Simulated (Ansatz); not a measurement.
## A barrier at the coupled-cluster level

Start structure (TiNH$_{3}$OF$_{2}$, closed shell), relaxed at PBE0-D4/def2-TZVP:

Ti1  (-0.617, -0.241, -0.168)
N2  (0.505, 0.939, 0.736)
O3  (0.341, -1.395, -1.144)
H4  (1.281, -1.515, -1.281)
F5  (-1.623, 0.714, -1.253)
F6  (-1.518, -1.144, 1.047)
H7  (0.787, 1.844, 0.384)
H8  (0.844, 0.799, 1.678)
(Å)

The step: TiNH₃OF₂ ([NH2][Ti]([OH])([F])[F]) → TiOF₂ ([O][Ti]([F])[F]) + NH₃ (still joined by a long Ti–N bond); bonds formed: N2–H4; bonds broken: O3–H4; bonds weakened to dative contacts: Ti1–N2. Computed with Ansatz 0.2.0 (basis: def2-TZVPP and def2-QZVPP); correlated methods freeze the cores. Extrapolation: Hartree–Fock as exp(−7.88 √X), correlation as X^−2.97. Energies below are by CCSD(T) at an estimated basis limit (MP2 extrapolated from triple and quadruple zeta, plus CCSD(T) − MP2 in triple zeta).

Q: What are the electronic barrier and the energy of the step, from the start structure to the end structure? (An estimate is asked for; the value comes from the calculation.)

A: The calculation gives: Barrier 1.230 eV; step energy -0.187 eV (downhill); reverse barrier, their difference, 1.417 eV. Barrier and step energy count from the start structure, the reverse barrier from the end structure.

The saddle point: One imaginary mode of 1590i cm⁻¹.
| pair | start (Å) | saddle (Å) | end (Å) |
| --- | --- | --- | --- |
| N2–H4 | 3.27 | 1.38 | 1.01 |
| Ti1–N2 | 1.86 | 2.03 | 2.18 |
| O3–H4 | 0.96 | 1.21 | 2.90 |

Zero-point energy (harmonic, PBE0-D4): ZPE is 1.152 eV at the start and 1.094 eV at the saddle, so the barrier goes from 1.230 to 1.172 eV.

First-order rate constant out of the start structure at 298 K by transition-state theory, with harmonic vibrational free energies alone and no tunnelling: ΔA‡ = 1.184 eV, so k = (kB T/h) exp(−ΔA‡/kB T) ≈ 10^-7 s⁻¹ (an order of magnitude at best: rotation, the number of equivalent paths and anharmonicity are left out).

No T1 diagnostic of these runs exceeds 0.025.

Labels in which every atom is bracketed show which atoms are joined, not bond orders.

For scale, one of the runs: CCSD(T)/def2-TZVPP, 230 basis functions, launched by `ansatz run in.yaml --threads 8 --pin off --events-out ev --progress --plain --max-ram 19148MiB`. The run took 38 s on 8 CPU threads of an AMD EPYC 9R45 (shared host), with 4.7 GiB of host memory at its peak.
